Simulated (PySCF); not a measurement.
1-bromo-1-fluoropropa-1,2-diene (C3H2BrF), SMILES C=C=C(F)Br.

Coordinates come from a PBE0-D3(BJ)/def2-SVP optimisation.

Computed with PBE0-D3(BJ)/def2-SVP in PySCF.

Frequencies are harmonic and unscaled.

```csv
mode,ν (cm⁻¹),IR (km/mol),moving atoms (share of kinetic energy)
1,146,0.8,"C 52 %, F 17 %, Br 17 %, H 14 %"
2,236,3.5,"C 67 %, H 26 %"
3,334,1.8,"F 67 %, C 17 %, Br 15 %"
4,450,5.7,"C 71 %, Br 23 %"
5,481,0.8,"C 82 %, H 14 %"
6,620,0.8,"H 87 %, C 9 %"
7,663,44.6,"C 62 %, F 33 %"
8,933,33.6,"H 73 %, C 27 %"
9,999,0.1,"H 67 %, C 33 %"
10,1089,196.8,"C 74 %, F 19 %"
11,1318,92.9,"H 46 %, C 43 %, F 11 %"
12,1480,80.6,"C 52 %, H 45 %"
13,2118,50.9,C 99 %
14,3135,2.8,H 95 %
15,3227,0.1,"H 89 %, C 11 %"
```
